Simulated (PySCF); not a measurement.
## Dipole moment and polarisability of OsO4

Species: OsO₄ (singlet state).
Cartesian coordinates in Å at the PBE0-D3(BJ)/def2-SVP level; atoms count from 1:
```xyz
5
OsO4 angstrom
Os    -0.0004    0.0000    0.0000
O      0.0205   -0.0147    1.6926
O      1.5885    0.0079   -0.5822
O     -0.8068    1.3858   -0.5432
O     -0.8018   -1.3790   -0.5672
```

Level: PBE0/def2-SVPD (PySCF), static field, nuclei fixed, core orbitals frozen in the response. The polarisability tensor in these axes (au):

```
x   48.07  0.00  0.02
y    0.00 48.10  0.00
z    0.02  0.00 48.09
```

Give the principal values, the mean and the anisotropy Δα = √{½[(α1 − α2)² + (α2 − α3)² + (α1 − α3)²]}.

Principal values 48.06, 48.10 and 48.10 au; mean 48.09 au = 7.13 Å³ = 7.93 × 10⁻⁴⁰ C²·m²/J; Δα = 0.04 au (0 % of the mean). Point group Td makes the tensor isotropic, so any spread comes from the grid or from a geometry that is symmetric only within 0.08 Å.

What is the dipole moment?

0.00 D; point group Td allows none.

Sum over states: ᾱ = Σ f/ω², ω in Eh. What share falls to these 10 lowest TDDFT singlets (eV, f)? 4.25, 0.0000; 4.25, 0.0000; 4.26, 0.0000; 4.71, 0.0052; 4.71, 0.0052; 4.71, 0.0052; 4.90, 0.0000; 4.90, 0.0000; 4.90, 0.0000; 5.71, 0.0299.

They add up to 1.20 au, 2.5 % of the 48.09 au; the largest single term is 0.68 au, from the state at 5.71 eV. Terms in order: 0.00, 0.00, 0.00, 0.17, 0.17, 0.17, 0.00, 0.00, 0.00, 0.68 au. Higher excitations give the rest. The strengths listed sum to 0.046.

Find the Langevin capture rate constant for H3+ (3.023 u) meeting this molecule (255.941 u), k = 2.342 × 10⁻⁹ cm³/s × √(α in Å³ / reduced mass in u).

The reduced mass is 2.99 u, so k = 3.62 × 10⁻⁹ cm³/s.

What would n − 1 = 2πNα be for an ideal gas of these molecules at 500 K and 1 atm, electronic part alone?

N = p/kT = 1.4678 × 10¹⁹ cm⁻³, so n − 1 = 2π × N × 7.13 × 10⁻²⁴ cm³ = 657 × 10⁻⁶ at long wavelengths, for an ideal gas.

Molar refractivity from α?

Lorentz–Lorenz: R = (4π/3)N_A α = 2.5225 cm³/(mol·Å³) × 7.13 Å³ = 18.0 cm³/mol, in the limit of long wavelengths.

Geometry: PBE0-D3(BJ)/def2-SVP; no solvent, vibrations or thermal averaging. Atoms past krypton carry effective core potentials; spin–orbit coupling is left out.
